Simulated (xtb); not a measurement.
xtb input (GFN2-xTB):

```bash
xtb mol.xyz --gfn 2 --sp --chrg -1 --uhf 0
```
mol.xyz:
```
10

Si     0.03863853     0.17921222    -0.46970711
Cl     0.27826651    -0.93227476     1.47154191
N      1.18354095     0.05475074    -1.61906240
N     -0.01114372     1.83774123     0.11822405
N     -1.59070089    -0.41737527    -0.76689801
H      1.21664943    -0.82033176    -2.12908882
H      0.85571530     2.30563504    -0.11815414
H     -0.15758083     1.91917853     1.11572890
H     -2.07636490     0.10567909    -1.48483983
H     -2.18176355    -0.49627789     0.05019531
```

Output:

```
           -------------------------------------------------
          |                Calculation Setup                |
           -------------------------------------------------

           -------------------------------------------------
          |                 G F N 2 - x T B                 |
           -------------------------------------------------

        Reference                      10.1021/acs.jctc.8b01176
      * Hamiltonian:
        H0-scaling (s, p, d)           1.850000    2.230000    2.230000
        zeta-weighting                 0.500000
      * Dispersion:
        s8                             2.700000
        a1                             0.520000
        a2                             5.000000
        s9                             5.000000
      * Repulsion:
        kExp                           1.500000    1.000000
        rExp                           1.000000
      * Coulomb:
        alpha                          2.000000
        third order                    shell-resolved
        anisotropic                    true
        a3                             3.000000
        a5                             4.000000
        cn-shift                       1.200000
        cn-exp                         4.000000
        max-rad                        5.000000

          ...................................................
          :                      SETUP                      :
          :.................................................:
          :  # basis functions                  37          :
          :  # atomic orbitals                  35          :
          :  # shells                           17          :
          :  # electrons                        32          :
          :  max. iterations                   250          :
          :  Hamiltonian                  GFN2-xTB          :
          :  restarted?                      false          :
          :  GBSA solvation                  false          :
          :  PC potential                    false          :
          :  electronic temp.          300.0000000     K    :
          :  accuracy                    1.0000000          :
          :  -> integral cutoff          0.2500000E+02      :
          :  -> integral neglect         0.1000000E-07      :
          :  -> SCF convergence          0.1000000E-05 Eh   :
          :  -> wf. convergence          0.1000000E-03 e    :
          :  Broyden damping             0.4000000          :
          :  net charge                         -1          :
          :  unpaired electrons                  0          :
          ...................................................

 iter      E             dE          RMSdq      gap      omega  full diag
   1    -17.9704008 -0.179704E+02  0.681E+00    5.87       0.0  T
   2    -18.0111399 -0.407391E-01  0.468E+00    5.39       1.0  T
   3    -18.0139661 -0.282624E-02  0.243E+00    5.70       1.0  T
   4    -18.0109169  0.304923E-02  0.148E+00    5.39       1.0  T
   5    -18.0151099 -0.419299E-02  0.613E-01    5.70       1.0  T
   6    -18.0153159 -0.205971E-03  0.247E-01    5.66       1.0  T
   7    -18.0154411 -0.125265E-03  0.871E-02    5.71       1.0  T
   8    -18.0154442 -0.310716E-05  0.591E-02    5.71       1.0  T
   9    -18.0154543 -0.100430E-04  0.339E-02    5.69       1.0  T
  10    -18.0154614 -0.706781E-05  0.112E-02    5.70       2.8  T
  11    -18.0154619 -0.556812E-06  0.445E-03    5.70       7.1  T
  12    -18.0154620 -0.102542E-06  0.205E-03    5.70      15.4  T
  13    -18.0154620 -0.907842E-08  0.111E-03    5.70      28.6  T
  14    -18.0154620 -0.546490E-08  0.429E-04    5.70      73.6  T
  15    -18.0154620 -0.800590E-09  0.906E-05    5.70     349.0  T

   *** convergence criteria satisfied after 15 iterations ***

         #    Occupation            Energy/Eh            Energy/eV
      -------------------------------------------------------------
         1        2.0000           -0.8453258             -23.0025
       ...           ...                  ...                  ...
        10        2.0000           -0.2452082              -6.6725
        11        2.0000           -0.2283261              -6.2131
        12        2.0000           -0.2259083              -6.1473
        13        2.0000           -0.2102780              -5.7220
        14        2.0000           -0.2058194              -5.6006
        15        2.0000           -0.1756157              -4.7787
        16        2.0000           -0.1527613              -4.1568 (HOMO)
        17                          0.0565505               1.5388 (LUMO)
        18                          0.1036547               2.8206
        19                          0.1321145               3.5950
        20                          0.1530134               4.1637
        21                          0.2419663               6.5842
       ...                                ...                  ...
        35                          1.0256922              27.9105
      -------------------------------------------------------------
                  HL-Gap            0.2093118 Eh            5.6957 eV
             Fermi-level           -0.0481054 Eh           -1.3090 eV

 SCC (total)                   0 d,  0 h,  0 min,  0.007 sec
 SCC setup                      ...        0 min,  0.000 sec (  1.298%)
 Dispersion                     ...        0 min,  0.000 sec (  0.599%)
 classical contributions        ...        0 min,  0.000 sec (  0.226%)
 integral evaluation            ...        0 min,  0.001 sec ( 14.314%)
 iterations                     ...        0 min,  0.004 sec ( 54.338%)
 molecular gradient             ...        0 min,  0.002 sec ( 28.037%)
 printout                       ...        0 min,  0.000 sec (  1.073%)

         :::::::::::::::::::::::::::::::::::::::::::::::::::::
         ::                     SUMMARY                     ::
         :::::::::::::::::::::::::::::::::::::::::::::::::::::
         :: total energy             -17.864722715387 Eh    ::
         :: gradient norm              0.017585626354 Eh/a0 ::
         :: HOMO-LUMO gap              5.695663765273 eV    ::
         ::.................................................::
         :: SCC energy               -18.015450396269 Eh    ::
         :: -> isotropic ES            0.192696964273 Eh    ::
         :: -> anisotropic ES          0.001028764298 Eh    ::
         :: -> anisotropic XC         -0.001322816725 Eh    ::
         :: -> dispersion             -0.007701230918 Eh    ::
         :: repulsion energy           0.150727680883 Eh    ::
         :: add. restraining           0.000000000000 Eh    ::
         :: total charge              -1.000000000000 e     ::
         :::::::::::::::::::::::::::::::::::::::::::::::::::::

           -------------------------------------------------
          |                Property Printout                |
           -------------------------------------------------

    * Orbital Energies and Occupations

         #    Occupation            Energy/Eh            Energy/eV
      -------------------------------------------------------------
         1        2.0000           -0.8453258             -23.0025
       ...           ...                  ...                  ...
         4        2.0000           -0.3976717             -10.8212
         5        2.0000           -0.3418338              -9.3018
         6        2.0000           -0.3362748              -9.1505
         7        2.0000           -0.3355824              -9.1317
         8        2.0000           -0.2823093              -7.6820
         9        2.0000           -0.2615193              -7.1163
        10        2.0000           -0.2452082              -6.6725
        11        2.0000           -0.2283261              -6.2131
        12        2.0000           -0.2259083              -6.1473
        13        2.0000           -0.2102780              -5.7220
        14        2.0000           -0.2058194              -5.6006
        15        2.0000           -0.1756157              -4.7787
        16        2.0000           -0.1527613              -4.1568 (HOMO)
        17                          0.0565505               1.5388 (LUMO)
        18                          0.1036547               2.8206
        19                          0.1321145               3.5950
        20                          0.1530134               4.1637
        21                          0.2419663               6.5842
        22                          0.2496078               6.7922
        23                          0.2507680               6.8237
        24                          0.2519056               6.8547
        25                          0.2635672               7.1720
        26                          0.2684746               7.3056
        27                          0.2851397               7.7590
       ...                                ...                  ...
        35                          1.0256922              27.9105
      -------------------------------------------------------------
                  HL-Gap            0.2093118 Eh            5.6957 eV
             Fermi-level           -0.0481054 Eh           -1.3090 eV

     #   Z          covCN         q      C6AA      α(0)
     1  14 Si       3.244     0.544   129.092    23.530
     2  17 Cl       0.778    -0.595   119.104    16.694
     3   7 N        1.682    -0.554    35.935     8.856
     4   7 N        2.539    -0.458    32.066     8.410
     5   7 N        2.539    -0.446    31.713     8.363
     6   1 H        0.864     0.083     1.958     2.192
     7   1 H        0.862     0.107     1.734     2.062
     8   1 H        0.861     0.108     1.724     2.057
     9   1 H        0.861     0.093     1.863     2.138
    10   1 H        0.861     0.117     1.645     2.009

 Mol. C6AA /au·bohr⁶  :       2099.226278
 Mol. C8AA /au·bohr⁸  :      71849.072784
 Mol. α(0) /au        :         76.311468

Wiberg/Mayer (AO) data.
largest (>0.10) Wiberg bond orders for each atom

 ---------------------------------------------------------------------------
     #   Z sym  total        # sym  WBO       # sym  WBO       # sym  WBO
 ---------------------------------------------------------------------------
     1  14 Si   4.200 --     3 N    1.774     5 N    0.939     4 N    0.927
                             2 Cl   0.554
     2  17 Cl   0.689 --     1 Si   0.554
     3   7 N    2.916 --     1 Si   1.774     6 H    0.967
     4   7 N    3.049 --     7 H    0.992     8 H    0.987     1 Si   0.927
     5   7 N    3.060 --     9 H    0.994    10 H    0.980     1 Si   0.939
     6   1 H    0.993 --     3 N    0.967
     7   1 H    0.989 --     4 N    0.992
     8   1 H    0.988 --     4 N    0.987
     9   1 H    0.991 --     5 N    0.994
    10   1 H    0.986 --     5 N    0.980
 ---------------------------------------------------------------------------

Topologies differ in total number of bonds
Writing topology from bond orders to xtbtopo.mol

molecular dipole:
                 x           y           z       tot (Debye)
 q only:       -0.679       0.575      -0.280
   full:       -1.206       0.700       0.206       3.583
molecular quadrupole (traceless):
                xx          xy          yy          xz          yz          zz
 q only:        2.987       0.203       1.451       1.569       4.864      -4.438
  q+dip:        5.178      -0.250       1.683       2.249       7.835      -6.861
   full:        4.321      -0.075       2.440       3.632       7.727      -6.761

           -------------------------------------------------
          | TOTAL ENERGY              -17.864722715387 Eh   |
          | GRADIENT NORM               0.017585626354 Eh/α |
          | HOMO-LUMO GAP               5.695663765273 eV   |
           -------------------------------------------------
Note: The following floating-point exceptions are signalling: IEEE_UNDERFLOW_FLAG IEEE_DENORMAL
normal termination of xtb

------------------------------------------------------------------------
------------------------------------------------------------------------
 total:
 SCF:
```

It need not be the lowest isomer of its formula. Whether it binds its extra electron was not tested at this geometry.
